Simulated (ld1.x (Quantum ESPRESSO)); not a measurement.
# What the settings do to the ultrasoft potential of nickel (Ni)

Base potential:

- Element: nickel
- Generator: ld1.x (Quantum ESPRESSO) 7.5
- Type: ultrasoft
- Functional: LDA (PZ)
- Relativity: scalar-relativistic
- Frozen core: [Ne]
- Valence charge: 18
- Reference configuration: 3s2 3p6 3d8 4s1.75 4p0.25
- Partial waves: 3s (bound): rcut 1.00, rcutus 1.15 bohr; 4s (bound): rcut 1.00, rcutus 1.15 bohr; 3p (bound): rcut 1.10, rcutus 1.30 bohr; 4p (bound): rcut 1.10, rcutus 1.30 bohr; 3d (bound): rcut 0.65, rcutus 0.75 bohr; 3d channel at 0.6 Ry: rcut 0.65, rcutus 0.75 bohr; 4f channel at -0.1 Ry: rcut 0.85, rcutus 1.15 bohr; 4f channel at 0.85 Ry: rcut 0.85, rcutus 1.15 bohr
- Local potential: all-electron potential smoothed inside 1.25 bohr (lloc = -1)
- Core correction: Bessel-smoothed model core, default radius (core density twice the valence density)
- Augmentation charge: built from norm-conserving waves at rcut, not smoothed further

All-electron outer shells of the reference configuration (LDA (PZ), scalar-relativistic, ld1.x):

```csv
shell,level (eV),outermost node (bohr),outermost maximum (bohr)
2s,-980.34,0.07,0.21
2p,-844.67,–,0.16
3s,-111.03,0.30,0.64
3p,-71.78,0.27,0.65
3d,-9.65,–,0.63
4s,-6.21,0.92,2.21
4p,-1.61,1.00,3.10
```

Cutoffs, loose and tight: the cutoffs (Ry, on a coarse ladder) from which the occupation-weighted sum of valence levels, in a spherical-Bessel basis at the reference potential, stays within 10 and 1 mRy of its value at 400 Ry. They do not see the model core or the augmentation charge, which bear on the density cutoff. Test errors are all-electron minus pseudo excitation energies from the reference, over the configurations 3s2 3p6 3d8 4s2 4p0; 3s2 3p6 3d8 4s1 4p0; 3s2 3p6 3d8 4s0 4p0; 3s2 3p6 3d8 4s1.5 4p0; 3s2 3p6 3d7 4s2 4p0; 3s2 3p6 3d9 4s0 4p0; 3s2 3p6 3d6 4s0 4p0 (two spin-polarised tests are not counted in the largest error). A dash means not determined; rows that change the core or the reference have their own tests. The largest error is taken over the tests solved by every variant that gives reliable tests at all: 3s2 3p6 3d7 4s2 4p0; 3s2 3p6 3d8 4s0 4p0; 3s2 3p6 3d8 4s1 4p0; 3s2 3p6 3d8 4s1.5 4p0; 3s2 3p6 3d8 4s2 4p0; 3s2 3p6 3d9 4s0 4p0.

Cutoffs are not given where the Bessel-basis levels miss the radial ones by over 6 mRy, ghosts where they miss by over 20 mRy; a channel whose overlap is not positive is not tested.

```csv
change,outcome,"cutoff, loose","cutoff, tight",bound ghosts,largest test error (meV)
base,"generated, misses its reference levels by 1.78 eV",–,–,not determined,+3278
"waves 3p (bound): rcut 1.10, rcutus 1.92 bohr; 4p (bound): rcut 1.10, rcutus 1.92 bohr","generated, misses its reference levels by 2.13 eV",–,–,not determined,+6185
"waves 3d (bound): rcut 0.65, rcutus 1.10 bohr; 3d channel at 0.6 Ry: rcut 0.65, rcutus 1.10 bohr","generated, misses its reference levels by 1.78 eV",–,–,not determined,+3278
"all radii but the core radius scaled by about 0.79 (s 0.90, p 1.02, d 0.60, f 0.90 bohr, rcut 0.80/0.88/0.52/0.68); local potential all-electron potential smoothed inside 0.98 bohr (lloc = -1)",generated,300 Ry,over 300 Ry,none,+16
"waves 3s (bound): rcut 1.00, rcutus 1.16 bohr; 4s (bound): rcut 1.00, rcutus 1.16 bohr","generated, misses its reference levels by 1.78 eV",–,–,not determined,+3278
```

Problem. What comes out with this change to the base: functional Wu–Cohen?

Solution. outcome: generated, misses its reference levels by 1.77 eV; bound ghosts: not determined; largest test error (meV): +3243.

Problem. What comes out with this change to the base: waves 4f channel at -0.1 Ry: rcut 0.85, rcutus 1.74 bohr; 4f channel at 0.85 Ry: rcut 0.85, rcutus 1.74 bohr?

Solution. outcome: generated, overlap not positive; bound ghosts: not determined (overlap not positive); largest test error (meV): +3278. A file whose overlap is not positive is unfit for use, and its test errors describe a broken file.
